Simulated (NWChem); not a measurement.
System: CoBrCl, quartet; SMILES [Cl][Co][Br]

Here is an NWChem input.

```
start job
memory heap 200 mb stack 900 mb global 1100 mb
geometry units angstroms noautoz
  Co     0.022953     0.023046     0.540543
  Cl     0.089919     0.090286     2.649249
  Br    -0.048571    -0.048771    -1.707688
end
basis spherical
  * library def2-svp
end
dft
  odft
  mult 4
  xc m06
  iterations 150
  mulliken
end
task dft energy
```

Parts of the log:

```
             Northwest Computational Chemistry Package (NWChem) 7.3.0
             --------------------------------------------------------

 ORDER OF PRIMARY AXIS IS BEING SET TO 4
 C4V symmetry detected

                             Geometry "geometry" -> ""
                             -------------------------

 Output coordinates in angstroms (scale by  1.889725989 to convert to a.u.)

  No.       Tag          Charge          X              Y              Z
 ---- ---------------- ---------- -------------- -------------- --------------
    1 Co                  27.0000     0.00000000     0.00000000     0.54283198
    2 Cl                  17.0000     0.00000000     0.00000000     2.65367225
    3 Br                  35.0000     0.00000000     0.00000000    -1.70768262

 Effective nuclear repulsion energy (a.u.)     409.4659290949

      Symmetry information
      --------------------

 Group name             C4v
 Group number             18
 Group order               8
 No. of unique centers     3

                                 NWChem DFT Module
                                 -----------------

 Summary of "ao basis" -> "ao basis" (spherical)
 ------------------------------------------------------------------------------
       Tag                 Description            Shells   Functions and Types
 ---------------- ------------------------------  ------  ---------------------
 Co                         def2-svp                11       31   5s3p2d1f
 Cl                         def2-svp                 8       18   4s3p1d
 Br                         def2-svp                12       32   5s4p3d

      Symmetry analysis of basis
      --------------------------

        a1         31
        a2          0
        b1          7
        b2          7
        e          36

            General Information
            -------------------
          SCF calculation type: DFT
          Wavefunction type:  spin polarized.
          No. of atoms     :     3
          No. of electrons :    79
           Alpha electrons :    41
            Beta electrons :    38
          Charge           :     0
          Spin multiplicity:     4
          Use of symmetry is: on ; symmetry adaption is: on
          Maximum number of iterations: 150
          AO basis - number of functions:    81
                     number of shells:    31
          Convergence on energy requested:  1.00D-06
          Convergence on density requested:  1.00D-05
          Convergence on gradient requested:  5.00D-04

              XC Information
              --------------
                          M06 Method XC Functional
                     Hartree-Fock (Exact) Exchange  0.270
                           M06 Exchange Functional  1.000
                         M06 Correlation Potential  1.000

             Grid Information
             ----------------
          Grid used for XC integration:  medium
          Radial quadrature: Mura-Knowles
          Angular quadrature: Lebedev.
          Tag              B.-S. Rad. Rad. Pts. Rad. Cut. Ang. Pts.
          ---              ---------- --------- --------- ---------
          Co                  1.35      112           8.0       590
          Cl                  1.00       88          11.0       590
          Br                  1.15      112          11.0       590
          Grid pruning is: on
          Number of quadrature shells:   312
          Spatial weights used:  Erf1

      Superposition of Atomic Density Guess
      -------------------------------------

 Sum of atomic energies:       -4412.52761877

      Non-variational initial energy
      ------------------------------

 Total energy =   -4412.024711
 1-e energy   =   -6947.877050
 2-e energy   =    2126.386410
 HOMO         =      -0.344214
 LUMO         =      -0.344214

 !!!!!!!!!!!!!!!!!!!!!!!!!!!!!!!!!!!!!!!!!!!!!!!!!!!!!!!!!!!!!!!!!!!!!!
 Warning - the HOMO and LUMO are degenerate and you are using symmetry.
 This can lead to non-variational energies and poor convergence.
 Modify the initial guess, or use an open-shell wavefunction, or turn
 off symmetry.
 !!!!!!!!!!!!!!!!!!!!!!!!!!!!!!!!!!!!!!!!!!!!!!!!!!!!!!!!!!!!!!!!!!!!!!

   Symmetry analysis of molecular orbitals - initial alpha
   -------------------------------------------------------

 !! scf_movecs_sym_adapt:   14 vectors were symmetry contaminated

  Symmetry fudging

 !! scf_movecs_sym_adapt:   12 vectors were symmetry contaminated

  Numbering of irreducible representations:

     1 a1          2 a2          3 b1          4 b2          5 e

  Orbital symmetries:

     1 a1          2 a1          3 a1          4 a1          5 a1
     6 e           7 e           8 a1          9 a1         10 e
    11 e          12 a1         13 a1         14 a1         15 e
    16 e          17 a1         18 e          19 e          20 a1
    21 a1         22 e          23 e          24 b2         25 b1
    26 a1         27 e          28 e          29 a1         30 a1
    31 a1         32 e          33 e          34 a1         35 e
    36 e          37 b1         38 b2         39 a1         40 e
    41 e          42 a1         43 e          44 e          45 a1
    46 a1         47 a1         48 e          49 e          50 b1
    51 b2

   Symmetry analysis of molecular orbitals - initial beta
   ------------------------------------------------------

 !! scf_movecs_sym_adapt:   14 vectors were symmetry contaminated

  Symmetry fudging

 !! scf_movecs_sym_adapt:   12 vectors were symmetry contaminated

  Numbering of irreducible representations:

     1 a1          2 a2          3 b1          4 b2          5 e

  Orbital symmetries:

     1 a1          2 a1          3 a1          4 a1          5 a1
     6 e           7 e           8 a1          9 a1         10 e
    11 e          12 a1         13 a1         14 a1         15 e
    16 e          17 a1         18 e          19 e          20 a1
    21 a1         22 e          23 e          24 b2         25 b1
    26 a1         27 e          28 e          29 a1         30 a1
    31 a1         32 e          33 e          34 a1         35 e
    36 e          37 b1         38 b2         39 a1         40 e
    41 e          42 a1         43 e          44 e          45 a1
    46 a1         47 a1         48 e          49 e          50 b1
    51 b2

     ---------------------------------------------
      Total Density - Mulliken Population Analysis
     ---------------------------------------------

    Atom       Charge   Shell Charges
 -----------   ------   -------------------------------------------------------
    1 Co  27    26.74   2.00  2.00  2.00  0.49  0.05  6.00  6.00  0.26  5.94  2.00  0.00
    2 Cl  17    17.26   2.00  1.99  1.22  0.72  5.94  2.08  3.29  0.01
    3 Br  35    35.00   2.00  2.00  2.00  1.36  0.58  6.00  5.99  2.18  2.87  8.23  1.73  0.06

     --------------------------------------------
      Spin Density - Mulliken Population Analysis
     --------------------------------------------

    Atom       Charge   Shell Charges
 -----------   ------   -------------------------------------------------------
    1 Co  27     2.11   0.00  0.00  0.00  0.15  0.05  0.00  0.00  0.00  1.51  0.39  0.00
    2 Cl  17     0.33   0.00  0.00  0.00 -0.00  0.00  0.13  0.20  0.00
    3 Br  35     0.56   0.00  0.00 -0.00  0.00 -0.00  0.00  0.00  0.24  0.31  0.00 -0.00  0.00

   convergence    iter        energy       DeltaE   RMS-Dens  Diis-err
 ---------------- ----- ----------------- --------- --------- ---------
 d= 0,ls=0.0,diis     1  -4416.2866181526 -4.83D+03  5.47D-03  1.27D-01
                                                     3.43D-02  2.56D-01
 d= 0,ls=0.5,diis     2  -4415.2875593688  9.99D-01  3.04D-03  3.42D+00
                                                     5.50D-03  1.43D+00
 d= 0,ls=0.5,diis     3  -4415.7836763381 -4.96D-01  2.34D-03  1.43D+00
                                                     8.69D-03  7.85D-01
 d= 0,ls=0.5,diis     4  -4416.0941630409 -3.10D-01  9.90D-04  5.20D-01
                                                     7.43D-03  4.29D-01
 d= 0,ls=0.5,diis     5  -4416.2293083015 -1.35D-01  7.41D-04  2.46D-01
                                                     5.65D-03  2.62D-01
 d= 0,ls=0.5,diis     6  -4416.3133043807 -8.40D-02  1.22D-03  1.18D-01
                                                     3.96D-03  1.38D-01
  Resetting Diis
 d= 0,ls=0.5,diis     7  -4416.3602026320 -4.69D-02  1.46D-03  4.86D-02
                                                     3.30D-03  6.23D-02
 d= 0,ls=0.5,diis     8  -4416.3838689005 -2.37D-02  1.76D-03  1.36D-02
                                                     2.91D-03  2.01D-02
 d= 0,ls=0.5,diis     9  -4416.3909411154 -7.07D-03  6.75D-04  2.58D-02
                                                     1.16D-03  1.78D-02
 d= 0,ls=0.5,diis    10  -4416.3972298376 -6.29D-03  4.74D-04  7.81D-03
                                                     7.30D-04  5.70D-03
 d= 0,ls=0.5,diis    11  -4416.4003392106 -3.11D-03  2.55D-04  8.26D-04
                                                     5.18D-04  8.80D-04
 d= 0,ls=0.5,diis    12  -4416.4011663366 -8.27D-04  1.28D-04  2.53D-05
                                                     3.65D-04  2.61D-04
 d= 0,ls=0.5,diis    13  -4416.4014961990 -3.30D-04  9.85D-05  4.09D-05
                                                     2.62D-04  1.46D-04
 d= 0,ls=0.5,diis    14  -4416.4016699332 -1.74D-04  9.10D-05  2.45D-05
                                                     2.01D-04  7.44D-05
 d= 0,ls=0.5,diis    15  -4416.4017685201 -9.86D-05  5.64D-05  6.25D-06
                                                     1.39D-04  3.31D-05
 d= 0,ls=0.5,diis    16  -4416.4018153815 -4.69D-05  4.80D-05  2.26D-06
                                                     1.01D-04  1.56D-05
 d= 0,ls=0.5,diis    17  -4416.4018385296 -2.31D-05  3.05D-05  1.05D-06
                                                     6.88D-05  8.50D-06
 d= 0,ls=0.5,diis    18  -4416.4018493253 -1.08D-05  1.68D-05  1.03D-06
                                                     4.59D-05  5.12D-06
 d= 0,ls=0.5,diis    19  -4416.4018545002 -5.17D-06  8.94D-06  7.97D-07
                                                     3.04D-05  2.90D-06
 d= 0,ls=0.5,diis    20  -4416.4018570025 -2.50D-06  5.20D-06  4.96D-07
                                                     2.05D-05  1.56D-06
 d= 0,ls=0.5,diis    21  -4416.4018582306 -1.23D-06  3.45D-06  3.07D-07
                                                     1.40D-05  8.58D-07
 d= 0,ls=0.5,diis    22  -4416.4018588402 -6.10D-07  2.62D-06  2.18D-07
                                                     9.68D-06  5.04D-07

         Total DFT energy =    -4416.401859136298
      One electron energy =    -6948.760387495991
           Coulomb energy =     2301.678750124392
    Exchange-Corr. energy =     -178.786150859605
 Nuclear repulsion energy =      409.465929094906

 Numeric. integr. density =       78.999999993426

                  Occupations of the irreducible representations
                  ----------------------------------------------

                     irrep           alpha         beta
                     --------     --------     --------
                     a1               19.0         19.0
                     a2                0.0          0.0
                     b1                2.0          2.0
                     b2                2.0          1.0
                     e                18.0         16.0

                    DFT Final Alpha Molecular Orbital Analysis
                    ------------------------------------------

 Vector   39  Occ=1.000000D+00  E=-3.376136D-01  Symmetry=e
              MO Center= -9.8D-17,  7.2D-16,  1.5D+00, r^2= 4.5D+00
   Bfn.  Coefficient  Atom+Function         Bfn.  Coefficient  Atom+Function
  ----- ------------  ---------------      ----- ------------  ---------------
    42      0.545324  2 Cl px                39      0.407406  2 Cl px
    64      0.279223  3 Br px                61      0.255752  3 Br px
    36      0.236975  2 Cl px                58     -0.169117  3 Br px
    12      0.135977  1 Co px                18      0.088522  1 Co d  1
     9     -0.066331  1 Co px                55      0.054873  3 Br px

 Vector   40  Occ=1.000000D+00  E=-3.154857D-01  Symmetry=e
              MO Center=  4.1D-14,  1.6D-14, -6.1D-01, r^2= 4.6D+00
   Bfn.  Coefficient  Atom+Function         Bfn.  Coefficient  Atom+Function
  ----- ------------  ---------------      ----- ------------  ---------------
    65      0.472543  3 Br py                62      0.414560  3 Br py
    43     -0.285691  2 Cl py                59     -0.274249  3 Br py
    64      0.229468  3 Br px                40     -0.207964  2 Cl py
    16      0.204741  1 Co d -1              61      0.201312  3 Br px
    42     -0.138732  2 Cl px                58     -0.133176  3 Br px

 Vector   41  Occ=1.000000D+00  E=-3.154857D-01  Symmetry=e
              MO Center=  1.4D-15, -3.4D-15, -6.1D-01, r^2= 4.6D+00
   Bfn.  Coefficient  Atom+Function         Bfn.  Coefficient  Atom+Function
  ----- ------------  ---------------      ----- ------------  ---------------
    64      0.472543  3 Br px                61      0.414560  3 Br px
    42     -0.285691  2 Cl px                58     -0.274249  3 Br px
    65     -0.229468  3 Br py                39     -0.207964  2 Cl px
    18     -0.204741  1 Co d  1              62     -0.201312  3 Br py
    43      0.138732  2 Cl py                59      0.133176  3 Br py

 Vector   42  Occ=0.000000D+00  E=-4.590610D-02  Symmetry=a1
              MO Center= -1.2D-16, -1.4D-17,  5.0D-01, r^2= 6.5D+00
   Bfn.  Coefficient  Atom+Function         Bfn.  Coefficient  Atom+Function
  ----- ------------  ---------------      ----- ------------  ---------------
     5      1.083102  1 Co s                 66     -0.343973  3 Br pz
    54     -0.322398  3 Br s                 35     -0.296253  2 Cl s
    44      0.259368  2 Cl pz                17      0.242026  1 Co d  0
     3     -0.202205  1 Co s                  4      0.195442  1 Co s
    53     -0.190039  3 Br s                 63     -0.181490  3 Br pz

 Vector   43  Occ=0.000000D+00  E= 3.096421D-02  Symmetry=e
              MO Center= -7.7D-19,  1.0D-16,  5.0D-01, r^2= 3.1D+00
   Bfn.  Coefficient  Atom+Function         Bfn.  Coefficient  Atom+Function
  ----- ------------  ---------------      ----- ------------  ---------------
    12      0.806916  1 Co px                13     -0.684293  1 Co py
     9     -0.233345  1 Co px                10      0.197885  1 Co py
    42     -0.166553  2 Cl px                64     -0.148757  3 Br px
    43      0.141243  2 Cl py                65      0.126151  3 Br py
    61     -0.106531  3 Br px                39     -0.092984  2 Cl px

 Vector   44  Occ=0.000000D+00  E= 3.096421D-02  Symmetry=e
              MO Center= -2.9D-17, -1.8D-16,  5.0D-01, r^2= 3.1D+00
   Bfn.  Coefficient  Atom+Function         Bfn.  Coefficient  Atom+Function
  ----- ------------  ---------------      ----- ------------  ---------------
    13      0.806916  1 Co py                12      0.684293  1 Co px
    10     -0.233345  1 Co py                 9     -0.197885  1 Co px
    43     -0.166553  2 Cl py                65     -0.148757  3 Br py
    42     -0.141243  2 Cl px                64     -0.126151  3 Br px
    62     -0.106531  3 Br py                40     -0.092984  2 Cl py

                     DFT Final Beta Molecular Orbital Analysis
                     -----------------------------------------

[...]
```

Level: M06/def2-SVP, spin-unrestricted. Geometry: optimised at PBE0/def2-SVP, spin-unrestricted. The spin multiplicity was typed, not searched, and may not be the lowest. No stability test was run on the SCF state.
